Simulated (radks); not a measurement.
Task: Lu III, 69 electrons, occupied as [Xe] 4f13 5d1 6s1 (not the ground configuration). All-electron calculation, Dirac Kohn-Sham, PBE, spin-unpolarised, spherical densities, finite nucleus; open shells are shared between the two j in proportion to 2j + 1; Fermi nuclear charge, rms radius 5.37 fm. Program: a radial shooting solver on a logarithmic mesh with Libxc functionals. Some entries of the table are withheld. Estimate them.

| orbital | occ. | eigenvalue (eV) | <1/r> (bohr^-1) |
|---|---|---|---|
| 1s1/2 | 2 | -63168.83 | 82.18 |
| 2s1/2 | 2 | -10768.18 | 19.88 |
| 2p1/2 | 2 | (1) | (2) |
| 2p3/2 | 4 | (3) | (4) |
| 3s1/2 | 2 | -2461.076 | 7.291 |
| 3p1/2 | 2 | -2244.962 | 7.207 |
| 3p3/2 | 4 | -2006.655 | 6.462 |
| 3d3/2 | 4 | -1639.255 | 6.352 |
| 3d5/2 | 6 | -1587.236 | 6.173 |
| 4s1/2 | 2 | -510.8770 | 3.057 |
| 4p1/2 | 2 | -422.7746 | (5) |
| 4p3/2 | 4 | -368.3724 | (6) |
| 4d3/2 | 4 | -223.3395 | (7) |
| 4d5/2 | 6 | -213.3731 | (8) |
| 5s1/2 | 2 | -82.7058 | 1.164 |
| 5p1/2 | 2 | -57.6597 | (9) |
| 5p3/2 | 4 | -50.2260 | (10) |
| 4f5/2 | 5.57143 | -35.3659 | 1.894 |
| 4f7/2 | 7.42857 | -33.7621 | 1.865 |
| 5d3/2 | 0.4 | (11) | 0.6377 |
| 6s1/2 | 1 | -18.4112 | 0.4275 |
| 5d5/2 | 0.6 | (12) | 0.6194 |

Result: 
(1) 2p1/2 eigenvalue (eV): -10280.44
(2) 2p1/2 <1/r> (bohr^-1): 19.86
(3) 2p3/2 eigenvalue (eV): -9163.038
(4) 2p3/2 <1/r> (bohr^-1): 16.96
(5) 4p1/2 <1/r> (bohr^-1): 2.947
(6) 4p3/2 <1/r> (bohr^-1): 2.688
(7) 4d3/2 <1/r> (bohr^-1): 2.470
(8) 4d5/2 <1/r> (bohr^-1): 2.407
(9) 5p1/2 <1/r> (bohr^-1): 1.036
(10) 5p3/2 <1/r> (bohr^-1): 0.9467
(11) 5d3/2 eigenvalue (eV): -18.9220
(12) 5d5/2 eigenvalue (eV): -18.3142
